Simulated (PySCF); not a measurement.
**Two-dimensional NMR puzzle**

Compound of formula C4H8FNSi2. Correlations simulated from computed shifts and the bond graph:

HSQC (one-bond C–H):
```csv
δH,δC
6.56,143.2
5.71,115.4
5.59,115.4
```

COSY cross peaks (H two or three bonds apart, from the bond graph; peaks can be absent where the dihedral angle is near 90°):
```csv
δH,δH
6.56,5.71
6.56,5.59
5.71,5.59
4.66,4.35
```

HMBC (two and three bonds, from the bond graph):
```csv
δH,δC
6.56,"115.4, 98.4"
5.71,"143.2, 98.4"
5.59,"143.2, 98.4"
4.66,"143.2, 123.3, 98.4"
4.35,"143.2, 123.3, 98.4"
4.20,"143.2, 98.4"
```

Carbons without hydrogens: δ 123.3, 98.4.

Computed data (PySCF 2.14.0 with density-fitted response routines): coordinates at the GFN2-xTB level, NMR shieldings at PBE0/pcSseg-1/GIAO. One conformer, no relativistic terms, fast rotation and ring inversion assumed for equivalent nuclei, no solvent.

Shifts are taken against calculated references (same method and geometry level): TMS for $^{1}$H and $^{13}$C.

Exchangeable hydrogens are left out of these lists.

Problem. Which molecule is this?

Solution. `InChI=1S/C4H8FNSi2/c1-2-4(5,7)8-3-6/h2H,1,8H2,7H3/t4-/m0/s1`.

Atom-mapped SMILES (the numbers label the heavy atoms): `[CH2:1]=[CH:2][C@:3]([F:4])([SiH3:5])[SiH2:6][C:7]#[N:8]`; H(Xn) means a hydrogen on atom n. Ha(C1) is cis to C3; Ha(Si6) is pro-R; Hb(Si6) is pro-S; Hb(C1) is trans to C3.

1. δC 143.2 is C2, an alkene CH (δH 6.56).
2. δC 123.3 is C7, a nitrile carbon.
3. δC 115.4 is C1, a terminal =CH2 carbon (δH 5.59, 5.71).
4. δC 98.4 is C3, an allylic fully substituted sp3 carbon bonded to F and 2 Si.
5. HMBC from δH 6.56 reaches the proton-free carbon C3.
6. HMBC from δH 5.71 reaches the proton-free carbon C3.
7. HMBC from δH 5.59 reaches the proton-free carbon C3.
8. HMBC from δH 4.66 reaches the proton-free carbons C7, C3.
9. COSY links 6.56–5.71, 6.56–5.59, 5.71–5.59, 4.66–4.35.

The shifts were computed for this structure.

Shifts are as computed. Against solution values, carbons near 30 ppm lie about +3 ppm off and those near 130 ppm about +5 ppm. Of 1211 compounds with measured shifts, 218 miss one by over three times the rms of a fit or turn the order of signals round; such compounds aren't used in these exercises.
